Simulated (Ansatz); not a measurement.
System: SnBr2, charge 1, multiplicity 2. 
Structure (B3LYP-D3(BJ)/def2-TZVP (Ansatz, a first-principles code) minimum search):
```xyz
3

Sn    -0.0058     0.0054     0.7257
Br     1.1208     1.8048    -0.5228
Br    -1.1125    -1.8125    -0.5139
```
Charge +1, spin multiplicity 2.

Basis-set convergence of Hartree-Fock and CCSD(T) correlation energies (hartree) with Ansatz. Correlated levels leave the core frozen unless marked. Open shells are spin-unrestricted. Spin-orbit coupling is left out. Frozen are the shells of the preceding noble gas and the d and f shells that filled before the atom's block. Past Kr the def2 sets carry scalar-relativistic core potentials.

```json
[
 {"basis": "def2-SVP", "functions": "90", "E(HF)": "-5357.34638", "E(corr, CCSD(T))": "-0.32282"},
 {"basis": "def2-TZVPP", "functions": "146", "E(HF)": "…", "E(corr, CCSD(T))": "…"}
]
```

**Question.** Fill in the missing entries.

**Answer.** 
- def2-TZVPP, E(HF): -5357.98970
- def2-TZVPP, E(corr, CCSD(T)): -0.42560
